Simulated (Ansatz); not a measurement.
ClF2H3Si2, SMILES `F[Si](F)([SiH3])Cl`, relaxed with RKS PBE-D4/def2-SVP in Ansatz from a rough embedded geometry. The force threshold is 0.03 eV/Å; the program also tests the step.

Charge 0, multiplicity 1.

Start:

```xyz
8

F    -0.571    0.380   -2.225
Si    0.354   -0.253   -1.022
F     1.858    0.255   -1.254
Si   -0.355    0.349    1.013
Cl    0.340   -2.305   -1.193
H    -1.768   -0.083    1.349
H    -0.357    1.862    1.208
H     0.499   -0.205    2.125
```

```json
{"step": "1", "energy (eV)": "-33733.3026", "largest force (eV/Å)": "2.131", "largest move (Å)": "0.000"}
{"step": "2", "energy (eV)": "-33733.4141", "largest force (eV/Å)": "0.576", "largest move (Å)": "0.096"}
{"step": "3", "energy (eV)": "-33733.4276", "largest force (eV/Å)": "0.208", "largest move (Å)": "0.045"}
{"step": "4", "energy (eV)": "-33733.4283", "largest force (eV/Å)": "0.180", "largest move (Å)": "0.021"}
{"step": "5", "energy (eV)": "-33733.4297", "largest force (eV/Å)": "0.046", "largest move (Å)": "0.043"}
{"step": "6", "energy (eV)": "-33733.4301", "largest force (eV/Å)": "0.014", "largest move (Å)": "0.020"}
```

End:

```xyz
8

F    -0.570    0.366   -2.195
Si    0.359   -0.262   -1.015
F     1.877    0.252   -1.301
Si   -0.383    0.395    1.099
Cl    0.333   -2.315   -1.208
H    -1.785   -0.111    1.283
H    -0.354    1.893    1.211
H     0.523   -0.219    2.126
```

Hardware: 4 threads of an Arm Neoverse V1 on a shared host. Wall time 7.5 s, peak host memory 0.14 GiB.
